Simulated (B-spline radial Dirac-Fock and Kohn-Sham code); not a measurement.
What relativity does to the binding energies of Gd³⁰⁺

System: gadolinium as Gd³⁰⁺, [Ar] 3d10 4s2 4p4.

Both columns are ΔSCF binding energies of the configuration average from an atomic code on a B-spline grid: non-relativistic Hartree-Fock with a point nucleus, and Dirac-Fock with a finite nucleus and the Coulomb interaction alone, averaged over the two j levels with weights 2j+1.

| shell | Hartree-Fock (eV) | Dirac-Fock (eV) | shift (eV) | shift (%) |
| --- | --- | --- | --- | --- |
| 1s | 48597.3 | 51591.7 | +2994.37 | +6.16 |
| 2s | 8757.8 | 9533.8 | +776.01 | +8.86 |
| 3s | 2776.6 | 2966.7 | +190.07 | +6.85 |
| 3d | 2291.7 | 2281.2 | -10.49 | -0.46 |
| 4s | 1252.5 | 1312.2 | +59.75 | +4.77 |
| 4p | 1180.2 | 1203.5 | +23.23 | +1.97 |

Relativity binds 1s, 2s, 3s, 4s, 4p more strongly, among those listed most of all 2s in relative terms, and 3d more weakly, because the contracted s and p shells screen the nucleus better.

Values without a named source are computed, but for edge energies of neutral atoms, which are taken from tables.
